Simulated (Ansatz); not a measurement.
Molecular dynamics of BrGeH3S

Input:

```yaml
crystal:
  periodic: [false, false, false]
  atoms:
    - { symbol: Ge, position_ang: [-0.118791, 0.548369, 0.615002] }
    - { symbol: Br, position_ang: [-0.661404, -1.358684, -1.527344] }
    - { symbol: S, position_ang: [1.912793, 0.163504, 0.33404] }
    - { symbol: H, position_ang: [0.732229, -0.949788, -1.067403] }
    - { symbol: H, position_ang: [-0.886722, 1.70346, -0.090199] }
    - { symbol: H, position_ang: [-0.978106, -0.10676, 1.735903] }
basis:
  gaussian: { orbitals: def2-SVP }
hamiltonian:
  xc: pbe
  dispersion: d4
md:
  timestep: 0.5
  n_steps: 200
  ensemble: nve
  temperature: 300.0
  initial_velocities: maxwell_boltzmann
  seed: 7756
```

Launched with:

```bash
$ ansatz run input.yaml --threads 2 --pin off --max-ram 3072MiB --backend cpu --events-out ev --progress --plain --runs-dir out
```

It starts at the highest image of a converged band, a first-order saddle point between two minima.

Output, in part (one step line in 7, the closing report, with atoms numbered from 0):

```
md step     0: t =     0.00 fs  T =   300.0 K  F+E_penalty+E_count = -137406.02112037 eV  E_kin = 0.155112 eV  conserved = -137405.86600837 eV  (26 SCF iters)
md step     7: t =     3.50 fs  T =   264.8 K  F+E_penalty+E_count = -137406.00283635 eV  E_kin = 0.136901 eV  conserved = -137405.86593553 eV  (25 SCF iters)
md step    14: t =     7.00 fs  T =   219.2 K  F+E_penalty+E_count = -137405.97929520 eV  E_kin = 0.113319 eV  conserved = -137405.86597628 eV  (26 SCF iters)
md step    21: t =    10.50 fs  T =   145.6 K  F+E_penalty+E_count = -137405.94118819 eV  E_kin = 0.075270 eV  conserved = -137405.86591819 eV  (25 SCF iters)
md step    28: t =    14.00 fs  T =   105.0 K  F+E_penalty+E_count = -137405.92019865 eV  E_kin = 0.054282 eV  conserved = -137405.86591659 eV  (27 SCF iters)
md step    35: t =    17.50 fs  T =   103.9 K  F+E_penalty+E_count = -137405.91965577 eV  E_kin = 0.053710 eV  conserved = -137405.86594557 eV  (26 SCF iters)
md step    42: t =    21.00 fs  T =   119.8 K  F+E_penalty+E_count = -137405.92786508 eV  E_kin = 0.061954 eV  conserved = -137405.86591103 eV  (26 SCF iters)
md step    49: t =    24.50 fs  T =   168.5 K  F+E_penalty+E_count = -137405.95308878 eV  E_kin = 0.087106 eV  conserved = -137405.86598272 eV  (26 SCF iters)
md step    56: t =    28.00 fs  T =   186.3 K  F+E_penalty+E_count = -137405.96223272 eV  E_kin = 0.096302 eV  conserved = -137405.86593093 eV  (27 SCF iters)
md step    63: t =    31.50 fs  T =   208.9 K  F+E_penalty+E_count = -137405.97397257 eV  E_kin = 0.107989 eV  conserved = -137405.86598373 eV  (26 SCF iters)
md step    70: t =    35.00 fs  T =   191.4 K  F+E_penalty+E_count = -137405.96489326 eV  E_kin = 0.098945 eV  conserved = -137405.86594858 eV  (26 SCF iters)
md step    77: t =    38.50 fs  T =   164.5 K  F+E_penalty+E_count = -137405.95100529 eV  E_kin = 0.085060 eV  conserved = -137405.86594557 eV  (26 SCF iters)
md step    84: t =    42.00 fs  T =   138.7 K  F+E_penalty+E_count = -137405.93763718 eV  E_kin = 0.071692 eV  conserved = -137405.86594549 eV  (27 SCF iters)
md step    91: t =    45.50 fs  T =   119.3 K  F+E_penalty+E_count = -137405.92758376 eV  E_kin = 0.061677 eV  conserved = -137405.86590672 eV  (23 SCF iters)
md step    98: t =    49.00 fs  T =   143.1 K  F+E_penalty+E_count = -137405.93994358 eV  E_kin = 0.073988 eV  conserved = -137405.86595559 eV  (26 SCF iters)
md step   105: t =    52.50 fs  T =   167.9 K  F+E_penalty+E_count = -137405.95273798 eV  E_kin = 0.086821 eV  conserved = -137405.86591707 eV  (26 SCF iters)
md step   112: t =    56.00 fs  T =   218.8 K  F+E_penalty+E_count = -137405.97911949 eV  E_kin = 0.113151 eV  conserved = -137405.86596841 eV  (26 SCF iters)
md step   119: t =    59.50 fs  T =   249.0 K  F+E_penalty+E_count = -137405.99472430 eV  E_kin = 0.128762 eV  conserved = -137405.86596270 eV  (26 SCF iters)
md step   126: t =    63.00 fs  T =   255.8 K  F+E_penalty+E_count = -137405.99823289 eV  E_kin = 0.132284 eV  conserved = -137405.86594877 eV  (27 SCF iters)
md step   133: t =    66.50 fs  T =   246.8 K  F+E_penalty+E_count = -137405.99361805 eV  E_kin = 0.127627 eV  conserved = -137405.86599059 eV  (26 SCF iters)
md step   140: t =    70.00 fs  T =   194.3 K  F+E_penalty+E_count = -137405.96636975 eV  E_kin = 0.100453 eV  conserved = -137405.86591663 eV  (26 SCF iters)
md step   147: t =    73.50 fs  T =   163.1 K  F+E_penalty+E_count = -137405.95031995 eV  E_kin = 0.084352 eV  conserved = -137405.86596781 eV  (26 SCF iters)
md step   154: t =    77.00 fs  T =   124.7 K  F+E_penalty+E_count = -137405.93037391 eV  E_kin = 0.064478 eV  conserved = -137405.86589543 eV  (22 SCF iters)
md step   161: t =    80.50 fs  T =   144.6 K  F+E_penalty+E_count = -137405.94071944 eV  E_kin = 0.074778 eV  conserved = -137405.86594099 eV  (26 SCF iters)
md step   168: t =    84.00 fs  T =   184.8 K  F+E_penalty+E_count = -137405.96148610 eV  E_kin = 0.095552 eV  conserved = -137405.86593433 eV  (27 SCF iters)
md step   175: t =    87.50 fs  T =   244.3 K  F+E_penalty+E_count = -137405.99224782 eV  E_kin = 0.126299 eV  conserved = -137405.86594858 eV  (26 SCF iters)
md step   182: t =    91.00 fs  T =   297.9 K  F+E_penalty+E_count = -137406.02001522 eV  E_kin = 0.154022 eV  conserved = -137405.86599287 eV  (26 SCF iters)
md step   189: t =    94.50 fs  T =   300.6 K  F+E_penalty+E_count = -137406.02137318 eV  E_kin = 0.155433 eV  conserved = -137405.86594032 eV  (26 SCF iters)
md step   196: t =    98.00 fs  T =   292.2 K  F+E_penalty+E_count = -137406.01708263 eV  E_kin = 0.151087 eV  conserved = -137405.86599539 eV  (26 SCF iters)
md step   200: t =   100.00 fs  T =   261.8 K  F+E_penalty+E_count = -137406.00129812 eV  E_kin = 0.135350 eV  conserved = -137405.86594770 eV  (26 SCF iters)
Total energy: -137406.00132910 eV, -5049.5774117116 hartree
Atom 0 at    -0.052589     0.565146     0.644450 Å, force     0.962128     0.131475    -0.167319 eV/Å
Atom 1 at    -0.769858    -1.443087    -1.627630 Å, force     0.369303     0.055984     0.027168 eV/Å
Atom 2 at     2.033789     0.344900     0.536366 Å, force    -0.912580    -0.024080     0.058862 eV/Å
Atom 3 at     0.670007    -1.204034    -1.520701 Å, force    -0.326299    -0.059094    -0.010869 eV/Å
Atom 4 at    -0.803597     1.655250    -0.159325 Å, force    -0.062906     0.090895    -0.090050 eV/Å
Atom 5 at    -1.020375    -0.091927     1.651070 Å, force    -0.029646    -0.195180     0.182208 eV/Å
Dipole moment:    -0.518810    -0.087621    -0.145642 e Å
```

All steps were run. The conserved energy stayed within 0.02 meV per atom of its start (net change 0.01 meV per atom), so the integration is sound. A run of 0.1 ps of so small a system gives no equilibrium averages. The orbitals stay closed-shell, which can raise the energy where a bond breaks towards radicals; this wasn't checked here.

The step under study would form Br2–H4 and break Ge1–Br2, S3–H4. These pairs go: Br2–H4 1.52 → 1.46 Å, Ge1–Br2 2.92 → 3.12 Å, S3–H4 2.14 → 2.91 Å. In the last frame they stand as after the step (other bonds may differ from the relaxed reactants and products). It ends as BrH + GeH2S by the count below, though a long contact still joins these pieces: Ge1–Br2, 3.12 Å. Pairs count as bonded within 1.25 times the sum of covalent radii (0.12 Å more for H–H).

Last frame:

```xyz
6
Properties=species:S:1:pos:R:3
Ge -0.053 0.565 0.644
Br -0.770 -1.443 -1.628
S 2.034 0.345 0.536
H 0.670 -1.204 -1.521
H -0.804 1.655 -0.159
H -1.020 -0.092 1.651
```

Time of the run: 100 s on 2 threads of AMD EPYC 9R45 96-Core Processor (Zen 5), with other jobs on the host, peak memory 0.18 GiB.
